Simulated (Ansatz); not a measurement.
Breaking a bond: HBr, singlet.

RKS-PBE = restricted PBE/def2-SVP run with Ansatz (a program for electronic structure); UKS-PBE = unrestricted PBE/def2-SVP (Ansatz); RKS-PBE0 = restricted PBE0/def2-SVP (Ansatz); FCI = full CI/def2-SVP, cores with 3d frozen in Ansatz.

Energies relative to the lowest point of each curve near equilibrium, in kcal/mol; the last columns give the error against full CI:

```tsv
R / Å	RKS-PBE	UKS-PBE	RKS-PBE0	FCI	RKS-PBE − FCI	UKS-PBE − FCI	RKS-PBE0 − FCI
1.15	38.8	38.8	37.0	36.7	2.1	2.1	0.3
1.23	17.2	17.2	15.8	15.5	1.7	1.7	0.3
1.28	9.0	9.0	7.9	7.7	1.3	1.3	0.2
1.35	2.4	2.4	1.8	1.7	0.7	0.7	0.1
1.40	0.4	0.4	0.2	0.1	0.2	0.2	0.0
1.42	0.1	0.1	0.0	0.0	0.1	0.1	0.0
1.44	0.0	0.0	0.1	0.1	-0.1	-0.1	0.0
1.48	0.5	0.5	0.9	1.0	-0.5	-0.5	-0.1
1.57	4.1	4.1	5.3	5.4	-1.3	-1.3	-0.2
1.67	10.7	10.7	12.7	12.8	-2.0	-2.0	-0.1
1.75	17.1	17.1	19.7	19.5	-2.5	-2.5	0.2
1.90	30.1	30.1	34.0	32.8	-2.8	-2.8	1.2
2.12	48.9	48.9	54.8	50.6	-1.7	-1.7	4.2
2.37	67.7	67.7	75.6	65.9	1.7	1.7	9.7
2.56	79.5	77.1	89.0	73.9	5.6	3.2	15.1
2.84	93.3	84.4	105.0	81.0	12.3	3.4	24.0
3.16	104.7	88.4	118.5	84.8	19.9	3.6	33.7
3.48	112.5	90.4	128.1	86.3	26.1	4.1	41.8
3.84	118.2	91.5	135.6	87.0	31.2	4.5	48.6
4.30	122.4	92.1	141.4	87.2	35.1	4.9	54.2
4.98	125.2	92.4	146.0	87.3	37.9	5.1	58.7
5.68	126.2	92.4	148.2	87.3	38.9	5.1	60.9
```

RKS-PBE is furthest from FCI at 5.68 (38.9 kcal/mol, above); its mean absolute error over the points is 10.3 kcal/mol.

UKS-PBE is furthest from FCI at 5.68 (5.1 kcal/mol, above); its mean absolute error over the points is 2.4 kcal/mol.

RKS-PBE0 is furthest from FCI at 5.68 (60.9 kcal/mol, above); its mean absolute error over the points is 16.1 kcal/mol.

The restricted form behind RKS-PBE, RKS-PBE0 keeps the bonding electrons paired and can't separate into open-shell fragments. The unrestricted determinant behind UKS-PBE is spin-contaminated at 2.37 to 5.68 Å (<S²> up to 1.0, against 0.00 for a pure singlet).
